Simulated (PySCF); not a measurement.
C₂H₆N₂Si, SMILES C#C[SiH](N)N. Atoms are numbered in the order given.

```xyz
11

C      2.5879    -0.3006     0.0947
C      1.3804    -0.1325     0.1826
Si    -0.4527     0.0640     0.3400
N     -1.4193    -1.2325    -0.2522
N     -0.8050     1.4577    -0.6072
H      3.6505    -0.4483     0.0161
H     -0.7462     0.1001     1.8063
H     -1.3460    -1.5088    -1.2273
H     -1.5965    -2.0363     0.3420
H     -0.1126     2.1933    -0.7018
H     -1.7503     1.8261    -0.6439
```

The structure is a stationary point at r2SCAN-D4/def2-SVP. The structure was generated by enumeration, and PubChem lists no compound with its InChIKey, so it may never have been made. Other conformers were not sampled.

Two levels are set side by side: PBE/pcSseg-1 (PySCF) and HF/pcSseg-1 (PySCF). GIAO shifts against NH3 (¹⁵N), TMS (²⁹Si), TMS (¹H), TMS (¹³C) at the same level; non-relativistic, no solvent, atoms listed together averaged. Differences are taken from unrounded values.

```csv
quantity,HF
δ(¹³C) of C1 (ppm),105.4
δ(¹³C) of C2 (ppm),93.6
δ(²⁹Si) of Si3 (ppm),-50.6
δ(¹H) of H6 (ppm),2.84
δ(¹H) of H7 (ppm),4.54
```

Q: What does PBE give, and how far is it from HF? (Estimate from the structure and the level; the computed values follow.)

A: 
| quantity | PBE | PBE minus HF |
|---|---|---|
| δ(¹³C) of C1 (ppm) | 95.5 | -9.9 |
| δ(¹³C) of C2 (ppm) | 92.7 | -0.9 |
| δ(²⁹Si) of Si3 (ppm) | -55.2 | -4.6 |
| δ(¹H) of H6 (ppm) | 2.31 | -0.54 |
| δ(¹H) of H7 (ppm) | 5.40 | 0.87 |

Rough cost on one machine, each run with all the roots and properties that it gave: HF against PBE within a factor of 2.
